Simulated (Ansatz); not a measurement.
Mulliken charges of OSb, SMILES `[O]=[Sb]` radical from r2SCAN/def2-TZVPP in Ansatz (PBE0-D4/def2-TZVP geometry).

```
atom   x (Å)   y (Å)   z (Å)  charge (e)
  O1  -0.767   0.275  -0.388      -0.555
 Sb2   0.767  -0.275   0.388       0.555
```

Task: By hand: the dipole of these point charges (1 e Å = 4.8032 D).

Result: Σ q r = (0.851, -0.305, 0.431) e Å, of length 1.001 e Å = 4.81 D.

Task: How does the dipole of the full density compare? (Estimate.)

Result: Ansatz gave: (0.582, -0.209, 0.295) e Å, 3.29 D; the point charges give 1.46 times that, at 0° from its direction.

Point charges leave out the atoms' own dipoles, such as those of lone pairs, and Mulliken's split depends on the basis, so the two needn't agree.
